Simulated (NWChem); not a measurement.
Everything below was run with NWChem. System: HFSi, charge 1, spin multiplicity 2, at the geometry of a parent with another charge or spin, in a state set for the comparison that need not be this species' ground state. Its SCF solution wasn't tested for a lower state. Level: UPBE0/6-31G* (spherical d).

Job file:

```
start mol
memory heap 200 mb stack 900 mb global 1100 mb
charge 1
geometry units angstroms nocenter noautoz
  Si    -0.455746     0.405832     0.000000
  H      0.551874     1.580483     0.000000
  F      0.647619    -0.806904     0.000000
  symmetry group Cs
end
basis spherical
  * library 6-31g*
end
dft
  xc pbe0
  odft
  mult 2
  semidirect memsize 60000000 filesize 0
  iterations 100
end
task dft energy
```

Part of the output:

```
             Northwest Computational Chemistry Package (NWChem) 7.3.0
             --------------------------------------------------------

                                NWChem Input Module
                                -------------------

 Scaling coordinates for geometry "geometry" by  1.889725989
 (inverse scale =  0.529177249)

 Turning off AUTOSYM since
 SYMMETRY directive was detected!

                             Geometry "geometry" -> ""
                             -------------------------

 Output coordinates in angstroms (scale by  1.889725989 to convert to a.u.)

  No.       Tag          Charge          X              Y              Z
 ---- ---------------- ---------- -------------- -------------- --------------
    1 Si                  14.0000    -0.45574600     0.40583200     0.00000000
    2 H                    1.0000     0.55187400     1.58048300     0.00000000
    3 F                    9.0000     0.64761900    -0.80690400     0.00000000

 Effective nuclear repulsion energy (a.u.)      47.4476547834

            Nuclear Dipole moment (a.u.)
            ----------------------------
        X                 Y               Z
 ---------------- ---------------- ----------------
     0.0000018897    -0.0000094486     0.0000000000

      Symmetry information
      --------------------

 Group name             Cs
 Group number              2
 Group order               2
 No. of unique centers     3

      Symmetry unique atoms

     1    2    3


 Summary of "ao basis" -> "" (spherical)
 ------------------------------------------------------------------------------
       Tag                 Description            Shells   Functions and Types
 ---------------- ------------------------------  ------  ---------------------
 *                           6-31g*                   on all atoms

                                 NWChem DFT Module
                                 -----------------

 Summary of "ao basis" -> "ao basis" (spherical)
 ------------------------------------------------------------------------------
       Tag                 Description            Shells   Functions and Types
 ---------------- ------------------------------  ------  ---------------------
 Si                          6-31g*                  8       18   4s3p1d
 H                           6-31g*                  2        2   2s
 F                           6-31g*                  6       14   3s2p1d

 Summary of "ao basis" -> "ao basis" (spherical)
 ------------------------------------------------------------------------------
       Tag                 Description            Shells   Functions and Types
 ---------------- ------------------------------  ------  ---------------------
 Si                          6-31g*                  8       18   4s3p1d
 H                           6-31g*                  2        2   2s
 F                           6-31g*                  6       14   3s2p1d

      Symmetry analysis of basis
      --------------------------

        a'         25
        a"          9

            General Information
            -------------------
          SCF calculation type: DFT
          Wavefunction type:  spin polarized.
          No. of atoms     :     3
          No. of electrons :    23
           Alpha electrons :    12
            Beta electrons :    11
          Charge           :     1
          Spin multiplicity:     2
          Use of symmetry is: on ; symmetry adaption is: on
          Maximum number of iterations: 100
          AO basis - number of functions:    34
                     number of shells:    16
          Convergence on energy requested:  1.00D-06
          Convergence on density requested:  1.00D-05
          Convergence on gradient requested:  5.00D-04

              XC Information
              --------------
                         PBE0 Method XC Functional
                     Hartree-Fock (Exact) Exchange  0.250
          PerdewBurkeErnzerhof Exchange Functional  0.750
            Perdew 1991 LDA Correlation Functional  1.000 local
           PerdewBurkeErnz. Correlation Functional  1.000 non-local

             Grid Information
             ----------------
          Grid used for XC integration:  medium
          Radial quadrature: Mura-Knowles
          Angular quadrature: Lebedev.
          Tag              B.-S. Rad. Rad. Pts. Rad. Cut. Ang. Pts.
          ---              ---------- --------- --------- ---------
          Si                  1.10       88           7.0       590
          H                   0.35       45           7.0       434
          F                   0.50       49           7.0       434
          Grid pruning is: on
          Number of quadrature shells:   182
          Spatial weights used:  Erf1

          Convergence Information
          -----------------------
          Convergence aids based upon iterative change in
          total energy or number of iterations.
          Levelshifting, if invoked, occurs when the
          HOMO/LUMO gap drops below (HL_TOL):  1.00D-02
          DIIS, if invoked, will attempt to extrapolate
          using up to (NFOCK): 10 stored Fock matrices.

                    Damping( 0%)  Levelshifting(0.5)       DIIS
                  --------------- ------------------- ---------------
          dE  on:    start            ASAP                start
          dE off:    2 iters        100 iters           100 iters

      Screening Tolerance Information
      -------------------------------
          Density screening/tol_rho:  1.00D-10
          AO Gaussian exp screening on grid/accAOfunc:  14
[...]
 Nuclear repulsion energy =       47.447654783422

 Numeric. integr. density =       23.000003316681

     Total iterative time =      0.4s

                  Occupations of the irreducible representations
                  ----------------------------------------------

                     irrep           alpha         beta
                     --------     --------     --------
                     a'               10.0          9.0
                     a"                2.0          2.0

                    DFT Final Alpha Molecular Orbital Analysis
                    ------------------------------------------

 Vector   10  Occ=1.000000D+00  E=-7.121583D-01  Symmetry=a"
              MO Center=  5.6D-01, -7.1D-01, -3.9D-15, r^2= 6.4D-01
   Bfn.  Coefficient  Atom+Function         Bfn.  Coefficient  Atom+Function
  ----- ------------  ---------------      ----- ------------  ---------------
    25      0.631650  3 F  pz                29      0.436962  3 F  pz
     9      0.178723  1 Si pz                 5     -0.069510  1 Si pz
    13      0.055958  1 Si pz                15     -0.046913  1 Si d -1
    17     -0.038608  1 Si d  1

 Vector   11  Occ=1.000000D+00  E=-7.049541D-01  Symmetry=a'
              MO Center=  2.7D-01, -3.3D-01,  9.7D-15, r^2= 1.7D+00
   Bfn.  Coefficient  Atom+Function         Bfn.  Coefficient  Atom+Function
  ----- ------------  ---------------      ----- ------------  ---------------
    24      0.555364  3 F  py                28      0.362159  3 F  py
     6     -0.262042  1 Si s                  7      0.213489  1 Si px
     8     -0.156026  1 Si py                20     -0.127300  2 H  s
    19     -0.123840  2 H  s                 10     -0.110642  1 Si s
    23      0.105515  3 F  px                 2      0.104501  1 Si s

 Vector   12  Occ=1.000000D+00  E=-5.910329D-01  Symmetry=a'
              MO Center= -4.2D-01,  4.7D-01,  4.6D-14, r^2= 2.2D+00
   Bfn.  Coefficient  Atom+Function         Bfn.  Coefficient  Atom+Function
  ----- ------------  ---------------      ----- ------------  ---------------
     7      0.500242  1 Si px                 6     -0.399849  1 Si s
    20      0.311756  2 H  s                 23     -0.264757  3 F  px
    10     -0.253950  1 Si s                 19      0.246327  2 H  s
    27     -0.195287  3 F  px                 3     -0.175474  1 Si px
     8      0.148384  1 Si py                 2      0.141296  1 Si s

 Vector   13  Occ=0.000000D+00  E=-3.798484D-01  Symmetry=a"
              MO Center= -4.5D-01,  3.8D-01, -1.0D-13, r^2= 2.2D+00
   Bfn.  Coefficient  Atom+Function         Bfn.  Coefficient  Atom+Function
  ----- ------------  ---------------      ----- ------------  ---------------
     9      0.745591  1 Si pz                13      0.360911  1 Si pz
     5     -0.248912  1 Si pz                25     -0.220041  3 F  pz
    29     -0.196783  3 F  pz                17      0.049541  1 Si d  1
    15      0.028110  1 Si d -1

 Vector   14  Occ=0.000000D+00  E=-2.634608D-01  Symmetry=a'
              MO Center= -6.0D-01,  3.5D-01, -9.6D-15, r^2= 2.8D+00
   Bfn.  Coefficient  Atom+Function         Bfn.  Coefficient  Atom+Function
  ----- ------------  ---------------      ----- ------------  ---------------
    12      0.660143  1 Si py                 8      0.606502  1 Si py
    20     -0.425796  2 H  s                 26      0.382934  3 F  s
     4     -0.187427  1 Si py                14     -0.176717  1 Si d -2
    23     -0.176100  3 F  px                27     -0.166307  3 F  px
    11     -0.153070  1 Si px                 7     -0.140702  1 Si px

 Vector   15  Occ=0.000000D+00  E=-1.774649D-01  Symmetry=a'
              MO Center= -8.2D-02,  6.3D-01,  1.7D-14, r^2= 3.0D+00
   Bfn.  Coefficient  Atom+Function         Bfn.  Coefficient  Atom+Function
  ----- ------------  ---------------      ----- ------------  ---------------
    20      1.140488  2 H  s                 11     -0.739618  1 Si px
    10     -0.544376  1 Si s                  7     -0.520452  1 Si px
     6     -0.498648  1 Si s                 26      0.310059  3 F  s
     8     -0.300042  1 Si py                12     -0.236611  1 Si py
    19      0.221608  2 H  s                 28      0.184037  3 F  py

                     DFT Final Beta Molecular Orbital Analysis
                     -----------------------------------------

 Vector    9  Occ=1.000000D+00  E=-7.145535D-01  Symmetry=a'
              MO Center=  4.8D-01, -1.9D-01, -7.0D-16, r^2= 1.5D+00
   Bfn.  Coefficient  Atom+Function         Bfn.  Coefficient  Atom+Function
  ----- ------------  ---------------      ----- ------------  ---------------
    23      0.525238  3 F  px                27      0.347058  3 F  px
     8      0.312582  1 Si py                19      0.143845  2 H  s
     4     -0.122560  1 Si py                 6      0.114869  1 Si s
    24      0.103476  3 F  py                20      0.095125  2 H  s
    28      0.086271  3 F  py                10      0.080022  1 Si s

 Vector   10  Occ=1.000000D+00  E=-7.102618D-01  Symmetry=a"
              MO Center=  5.7D-01, -7.2D-01, -2.4D-16, r^2= 6.2D-01
   Bfn.  Coefficient  Atom+Function         Bfn.  Coefficient  Atom+Function
  ----- ------------  ---------------      ----- ------------  ---------------
    25      0.633508  3 F  pz                29      0.440572  3 F  pz
     9      0.166055  1 Si pz                 5     -0.065467  1 Si pz
    13      0.053075  1 Si pz                17     -0.044903  1 Si d  1
    15     -0.043707  1 Si d -1

 Vector   11  Occ=1.000000D+00  E=-6.827324D-01  Symmetry=a'
              MO Center=  2.4D-01, -5.5D-02,  2.2D-15, r^2= 1.9D+00
   Bfn.  Coefficient  Atom+Function         Bfn.  Coefficient  Atom+Function
  ----- ------------  ---------------      ----- ------------  ---------------
    24      0.513548  3 F  py                28      0.344694  3 F  py
     6     -0.332639  1 Si s                  8     -0.223552  1 Si py
    19     -0.147869  2 H  s                 20     -0.136316  2 H  s
     2      0.135376  1 Si s                 10     -0.133612  1 Si s
    23      0.109925  3 F  px                 7      0.104795  1 Si px

 Vector   12  Occ=0.000000D+00  E=-4.430057D-01  Symmetry=a'
              MO Center= -5.1D-01,  5.2D-01,  2.7D-15, r^2= 2.2D+00
   Bfn.  Coefficient  Atom+Function         Bfn.  Coefficient  Atom+Function
  ----- ------------  ---------------      ----- ------------  ---------------
     7      0.449970  1 Si px                 6     -0.401657  1 Si s
    20      0.356197  2 H  s                 10     -0.343197  1 Si s
    19      0.223397  2 H  s                 23     -0.220640  3 F  px
    27     -0.173590  3 F  px                 3     -0.166247  1 Si px
     2      0.157570  1 Si s                  8      0.146550  1 Si py

 Vector   13  Occ=0.000000D+00  E=-3.563004D-01  Symmetry=a"
              MO Center= -4.2D-01,  4.0D-01, -4.5D-15, r^2= 2.2D+00
   Bfn.  Coefficient  Atom+Function         Bfn.  Coefficient  Atom+Function
  ----- ------------  ---------------      ----- ------------  ---------------
     9      0.730291  1 Si pz                13      0.381778  1 Si pz
     5     -0.245578  1 Si pz                25     -0.215662  3 F  pz
    29     -0.191754  3 F  pz                15      0.047547  1 Si d -1

 Vector   14  Occ=0.000000D+00  E=-2.366037D-01  Symmetry=a'
              MO Center= -5.1D-01,  3.1D-01, -6.1D-16, r^2= 3.0D+00
   Bfn.  Coefficient  Atom+Function         Bfn.  Coefficient  Atom+Function
  ----- ------------  ---------------      ----- ------------  ---------------
    12      0.658018  1 Si py                 8      0.530647  1 Si py
    26      0.436661  3 F  s                 20     -0.292733  2 H  s
    11     -0.255284  1 Si px                 7     -0.212808  1 Si px
    23     -0.174573  3 F  px                 4     -0.167393  1 Si py
    27     -0.167197  3 F  px                14     -0.143373  1 Si d -2

   alpha - beta orbital overlaps
   -----------------------------

   alpha      1      2      3      4      5      6      7      8      9     10
    beta      1      2      3      4      6      5      7      8      9     10
 overlap   1.000  1.000  1.000  1.000  0.935  0.935  1.000  0.987  0.992  1.000

   alpha     11     12     13     14     15     16     17     18     19     20
    beta     11     12     13     14     15     16     17     18     19     20
 overlap   0.981  0.992  0.998  0.989  0.986  0.977  0.974  0.998  0.995  0.900

   alpha     21     22     23     24     25     26     27     28     29     30
    beta     22     21     23     24     25     26     27     28     29     30
 overlap   0.991  0.902  0.994  0.998  0.999  1.000  0.996  0.996  1.000  1.000

   alpha     31     32     33     34
    beta     31     32     33     34
 overlap   1.000  1.000  1.000  1.000

     --------------------------
     Expectation value of S2:
     --------------------------
      <S2> =      0.7578 (Exact =     0.7500)

 center of mass
 --------------
 x =   0.00431416 y =  -0.09385394 z =   0.00000000

 moments of inertia (a.u.)
 ------------------
          69.195263984261          50.773182970562           0.000000000000
          50.773182970562          50.301140305031           0.000000000000
           0.000000000000           0.000000000000         119.496404289292

     Multipole analysis of the density
     ---------------------------------

     L   x y z        total         alpha         beta         nuclear
     -   - - -        -----         -----         ----         -------
     0   0 0 0      1.000000    -12.000000    -11.000000     24.000000

     1   1 0 0     -1.034838     -0.021673     -1.013166      0.000002
     1   0 1 0      1.260018      0.121369      1.138658     -0.000009
     1   0 0 1      0.000000      0.000000      0.000000      0.000000

     2   2 0 0     -9.690706    -19.658539    -14.983622     24.951455
     2   1 1 0      0.007904     11.360746     11.574313    -22.927155
     2   1 0 1     -0.000000     -0.000000      0.000000      0.000000
     2   0 2 0     -9.288940    -25.594344    -21.774882     38.080286
     2   0 1 1     -0.000000      0.000000     -0.000000      0.000000
     2   0 0 2     -9.411157     -5.282880     -4.128277      0.000000

 Task  times  cpu:        0.5s     wall:        0.5s

 Total times  cpu:        0.5s     wall:        0.5s
```
